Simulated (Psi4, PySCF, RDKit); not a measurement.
Internal rotation in C2H4ClF, SMILES FCCCl. Scanned: dihedral F1–C2–C3–Cl4; all other coordinates were relaxed at GFN2-xTB. Points at φ and −φ are mirror images. Heavy atoms are numbered in the order of the SMILES FCCCl, hydrogens after them in the order of the atoms that carry them; the mirror image has the same energies with the sign of each dihedral reversed.

- PBE-D3(BJ)/def2-TZVP // GFN2-xTB (Psi4)
- UFF // GFN2-xTB (RDKit)
- RKS-M06-2X/6-31G* = restricted M06-2X/6-31G*, spherical d // GFN2-xTB in PySCF

Energies in kJ/mol, each method relative to its own lowest point.

```tsv
φ / °	PBE-D3(BJ)/def2-TZVP	UFF	RKS-M06-2X/6-31G*
-165	1.9	2.3	2.3
-150	6.8	8.0	8.0
-135	11.7	13.9	13.9
-120	13.6	16.3	16.3
-105	11.0	13.7	13.7
-90	5.8	8.1	7.7
-75	1.6	3.1	2.5
-60	2.0	1.6	1.7
-45	8.0	4.8	6.8
-30	17.5	11.5	15.8
-15	26.2	18.3	24.2
0	29.7	21.1	27.5
15	26.2	18.3	24.2
30	17.5	11.5	15.8
45	8.0	4.8	6.8
60	2.0	1.6	1.7
75	1.6	3.1	2.5
90	5.8	8.1	7.7
105	11.0	13.7	13.7
120	13.6	16.3	16.3
135	11.7	13.9	13.9
150	6.8	8.0	8.0
165	1.9	2.3	2.3
180	0.0	0.0	0.0
```
